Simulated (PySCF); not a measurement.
Gas-phase reaction: TaCl4NH2 ⇌ TaCl3NH + H + Cl

Method: PySCF energies plus ideal-gas RRHO corrections (1 bar). † marks an energy on the PBE0/def2-TZVP geometry and frequencies; other levels use their own. MP2 and CCSD(T) freeze the core. Open shells (unrestricted): H (multiplicity 2), Cl (multiplicity 2, electronic degeneracy 6); the rest are closed-shell singlets. Spin-orbit splitting is ignored; it lowers the true energy and changes the entropy of Cl. Ta: scalar-relativistic def2 core potential, no spin-orbit coupling. TaCl4NH2, TaCl3NH: computed as isolated molecules; such fragments, hydroxides, amides, oligomers or adducts are transient or little studied in the gas. MP2 isn't extrapolated to the basis-set limit; its ΔH°(298 K) is 481.6 kJ in def2-SVP and 523.8 kJ in def2-TZVPP. CCSD(T) isn't extrapolated to the basis-set limit. The harmonic model lacks anharmonicity and excited electronic states, which grow with temperature; levels with a mode under 35 cm⁻¹ are left out. Soft modes under 120 cm⁻¹ make the harmonic entropy rough for TaCl4NH2, TaCl3NH.

| level | ΔE electronic, kJ | ΔH°(298 K), kJ | ΔS°(298 K), J/K | ΔG°(1600 K), kJ |
|---|---|---|---|---|
| BLYP/def2-TZVP† | 544 | 515 | 239 | 124 |
| CCSD(T)/def2-SVP† | 528 | 500 | 239 | 109 |
| MP2/def2-SVP† | 510 | 482 | 239 | 90 |
| PBE/def2-SVP | 579 | 552 | 238 | 165 |
| PBE/def2-TZVP† | 573 | 545 | 239 | 154 |
| PBE0/def2-QZVP† | 575 | 546 | 239 | 155 |
| LDA/def2-TZVP† | 676 | 648 | 239 | 257 |
ΔH° is lowest at MP2/def2-SVP† and highest at LDA/def2-TZVP†. No reference value is set beside these.
